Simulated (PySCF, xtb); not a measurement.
ClGe₂H₅, SMILES [Cl][GeH2][GeH3].

Harmonic wavenumbers (cm⁻¹) from GFN2-xTB run with xtb at its own minimum, in rising order: 25, 90, 251, 295, 380, 401, 439, 611, 640, 762, 857, 859, 862, 1790, 1857, 1946, 2038, 2043.

Problem. What does PBE-D3(BJ)/def2-SVP run with PySCF give at its own minimum? (Estimate from the structure and the level; the computed values follow.)

Solution. 84, 84, 257, 329, 401, 446, 502, 631, 700, 766, 837, 848, 852, 2062, 2074, 2079, 2095, 2105. Paired by order, the mean absolute difference is 61 cm⁻¹ and the zero-point energies are 23.1 and 24.5 kcal/mol.
